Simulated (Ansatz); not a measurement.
SiH4S2O2, closed shell: at a first-order saddle point.

The input file, in.yaml:

```yaml
crystal:
  periodic: [false, false, false]
  atoms:
    - {symbol: Si, position_ang: [-0.388877, 0.203557, -0.241056]}
    - {symbol: S, position_ang: [1.523951, -0.946731, 0.590474]}
    - {symbol: S, position_ang: [0.182363, 0.027424, -2.152855]}
    - {symbol: H, position_ang: [1.400274, -0.821408, -0.885570]}
    - {symbol: O, position_ang: [-0.360815, 1.619587, 0.557835]}
    - {symbol: O, position_ang: [-1.647353, -0.639226, 0.371958]}
    - {symbol: H, position_ang: [2.243991, 0.186360, 0.659818]}
    - {symbol: H, position_ang: [-0.958764, 1.692776, 1.305971]}
    - {symbol: H, position_ang: [-1.994970, -1.322341, -0.206476]}
basis:
  gaussian: {orbitals: def2-TZVPP}
hamiltonian: {xc: {name: CAM-B3LYP}, dispersion: d4}
```

Command:

```bash
ansatz run in.yaml --threads 4 --pin off --events-out ev --progress --plain --max-ram 9574MiB
```

The run's output (Ansatz 0.2.0):

```
Functional definition: CAM-B3LYP
  name "CAM-B3LYP"
  cite "Yanai, Tew & Handy, Chem. Phys. Lett. 393, 51 (2004) doi:10.1016/j.cplett.2004.06.011"
  cite "Iikura, Tsuneda, Yanai & Hirao, J. Chem. Phys. 115, 3540 (2001) doi:10.1063/1.1383587"
  cite "Becke, Phys. Rev. A 38, 3098 (1988) doi:10.1103/PhysRevA.38.3098"
  cite "Lee, Yang & Parr, Phys. Rev. B 37, 785 (1988) doi:10.1103/PhysRevB.37.785"
  cite "Vosko, Wilk & Nusair, Can. J. Phys. 58, 1200 (1980) doi:10.1139/p80-159"
  parameter alpha = 0.19
  parameter beta = 0.46
  parameter omega = 0.33/bohr
  parameter ac = 0.81
  # Exact exchange under (alpha + beta erf(omega r))/r, Becke's under what is left of 1/r.
  exchange = (1 - alpha - beta)*b88_x + beta*b88_x_sr(omega) + alpha*exact_x + beta*exact_x_lr(omega)
  correlation = (1 - ac)*vwn5_c + ac*lyp_c
1421 factors; their error is unknown
297 factors; integrals over basis functions are off by at most 1.4e-5 eV
mean field evaluation 1: about -33705.2232 eV, gradient 7.1e1 eV
mean field evaluation 2: about -33699.8774 eV, gradient 9.2e1 eV
mean field evaluation 4: about -33713.2022 eV, gradient 2.4e0 eV
mean field evaluation 8: about -33713.2117 eV, gradient 4.8e-2 eV
mean field evaluation 16: about -33713.2398 eV, gradient 1.7e-4 eV
mean field -33713.23978339 eV, -1238.9387103847 hartree, gradient 4.3e-5 eV, S^2 0.000000; 0 other end points of the search recorded, 0 dependent functions left out
reference -33713.23990443 eV, -1238.9387148331 hartree; 33, 33 occupied and 211, 211 virtual orbitals, 1421 factors
Total energy: -33713.48644999 eV, -1238.9477752153 hartree
```

The run took 3.6 s on 4 CPU threads of an Arm Neoverse V1 (shared host), with 0.63 GiB of host memory at its peak.
